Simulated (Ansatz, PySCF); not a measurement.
This PySCF input computes a CAM-B3LYP/def2-TZVPD energy:

```python
from pyscf import gto, scf, dft

mol = gto.M(
    atom='''
    Si    0.13978535   -0.05230180    0.57272522
    Cl   -1.30687380   -0.11801017   -0.92305964
    O     0.94110608    1.38791913    0.56907792
    O     1.26413083   -1.20099805    0.26040512
    H     0.43016624    2.19803489    0.65740915
    H     2.18779839   -0.95500529    0.38058720
    ''',
    basis='def2-tzvpd',
    charge=0,
    spin=1,
    verbose=4,
)

mf = dft.UKS(mol, xc='camb3lyp').density_fit(auxbasis='def2-universal-jkfit')
mf.grids.level = 3
mf.conv_tol = 1e-9
mf.max_cycle = 100
mf.max_memory = 1500
mf.kernel()
if not mf.converged:
    mf = mf.newton()
    mf.kernel(mf.make_rdm1())
for _ in range(2):
    mo, _, stable, _ = mf.stability(return_status=True)
    if stable:
        break
    mf.kernel(mf.make_rdm1(mo, mf.mo_occ))
mf.analyze()
```

Problem. Write an input for the same energy in Ansatz (a program for electronic structure) and say what it gives.

Solution. 
Ansatz 0.2 input:
```yaml
crystal:
  periodic: [false, false, false]
  atoms:
    - {symbol: Si, position_ang: [0.13978535, -0.05230180, 0.57272522]}
    - {symbol: Cl, position_ang: [-1.30687380, -0.11801017, -0.92305964]}
    - {symbol: O, position_ang: [0.94110608, 1.38791913, 0.56907792]}
    - {symbol: O, position_ang: [1.26413083, -1.20099805, 0.26040512]}
    - {symbol: H, position_ang: [0.43016624, 2.19803489, 0.65740915]}
    - {symbol: H, position_ang: [2.18779839, -0.95500529, 0.38058720]}
basis:
  gaussian:
    orbitals: def2-TZVPD
hamiltonian:
  xc: {name: CAM-B3LYP}
magnetization: {spin_polarized: true, initial_magnetization: 1}
output: {forces: true}
```
It gives -901.52060 Eh, and PySCF -901.52066 Eh, a difference of 0.06 mEh, from the treatment of integrals and grids.

It need not be the lowest isomer of its formula.
